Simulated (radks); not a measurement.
La3.9+, 53.1 electrons, occupied as [Kr] 4d(up 5, down 4.1) 5s2 5p6 (fractional occupations, a model configuration).

Method: scalar-relativistic Kohn-Sham, SCAN, spin-polarised, spherical densities, finite nucleus; meta-GGA in the generalised Kohn-Sham scheme; Fermi nuclear charge, rms radius 4.855 fm; computed with a radial shooting solver on a logarithmic mesh with Libxc functionals.

Energy parts (eV):
part                      energy
total                 -230986.58
kinetic                244339.19
electron-nucleus      -556598.99
Hartree                 86785.51
exchange-correlation    -5512.29

Orbitals (lengths in bohr, moments of r in powers of bohr; r(90%) holds 90 % of the orbital's charge):
\begin{tabular}{lrrrr}
orbital & occ. & eigenvalue (eV) & <1/r> & r(90%) \\ \hline
1s up & 1 & -38860.80 & 62.01 & 0.0452 \\
1s down & 1 & -38860.78 & 62.01 & 0.0452 \\
2s up & 1 & -6247.074 & 14.30 & 0.166 \\
2s down & 1 & -6246.698 & 14.30 & 0.166 \\
2p up & 3 & -5600.100 & 13.55 & 0.153 \\
2p down & 3 & -5599.763 & 13.55 & 0.153 \\
3s up & 1 & -1381.601 & 5.189 & 0.418 \\
3s down & 1 & -1381.418 & 5.188 & 0.417 \\
3p up & 3 & -1173.401 & 4.910 & 0.424 \\
3p down & 3 & -1173.170 & 4.910 & 0.423 \\
3d up & 5 & -875.2680 & 4.648 & 0.406 \\
3d down & 5 & -874.8736 & 4.648 & 0.406 \\
4s up & 1 & -317.8325 & 2.157 & 0.933 \\
4s down & 1 & -316.2481 & 2.158 & 0.933 \\
4p up & 3 & -249.2730 & 1.996 & 0.998 \\
4p down & 3 & -247.7204 & 1.995 & 0.999 \\
4d up & 5 & -149.7766 & 1.747 & 1.13 \\
4d down & 4.1 & -148.3356 & 1.745 & 1.14 \\
5s up & 1 & -76.9785 & 0.8854 & 2.13 \\
5s down & 1 & -76.7128 & 0.8819 & 2.13 \\
5p up & 3 & -58.3648 & 0.7827 & 2.40 \\
5p down & 3 & -58.1919 & 0.7801 & 2.40 \\
\end{tabular}

The highest occupied level is 5p down at -58.192 eV. Summed over all electrons, <r^2> = 35.72 bohr^2, which gives a Langevin (diamagnetic) susceptibility term of -28.3 x 10^-6 cm^3/mol. The spin density at the nucleus is 1.162 e/bohr^3 (1s -0.193, 2s -0.837, 3s 0.724, 4s -0.288, 5s 1.756).
